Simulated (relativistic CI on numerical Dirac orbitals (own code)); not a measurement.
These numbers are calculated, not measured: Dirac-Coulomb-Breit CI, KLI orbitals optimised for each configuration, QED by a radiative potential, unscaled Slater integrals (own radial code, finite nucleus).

The strongest absorption lines from the ground level of an ion, among the configurations computed and to levels below about 13700 eV (vacuum wavelength in Å, gf): 0.9125 (0.1), 0.9230 (0.063), 1.0840 (0.00017), 1.1886 (0.36), 1.2171 (0.0016), 1.2323 (0.26), 8.4099 (0.24), 64.217 (0.0089).

**Question.** Which ion is it?
A. Pr⁵⁵⁺
B. Lu⁶⁹⁺
C. Tb⁶¹⁺
D. Lu⁶⁷⁺

**Answer.** D. Lu⁶⁷⁺ has 4 electrons and the ground level 2s2 1S_0; the strongest line goes to 2s.3p 1P°_1. The pattern of lines fixes the number of electrons, and along that sequence the line energies rise steadily with the charge (about as its square where n changes within one kind of shell, about linearly where n is kept but much faster in heavy ions where fine structure, which grows about as Z⁴, sets the gap, and irregularly where shells cross), which fixes Z. Configurations outside the model, such as inner-shell arrays, can give stronger lines. At this charge energies of transitions that change n are usually good to better than 1 %, and those within a shell (Δn = 0) to a few per cent.

LS names give the leading component of a level, which can be under half, so a name can repeat, a term be missing and a line seem to break the LS rules.
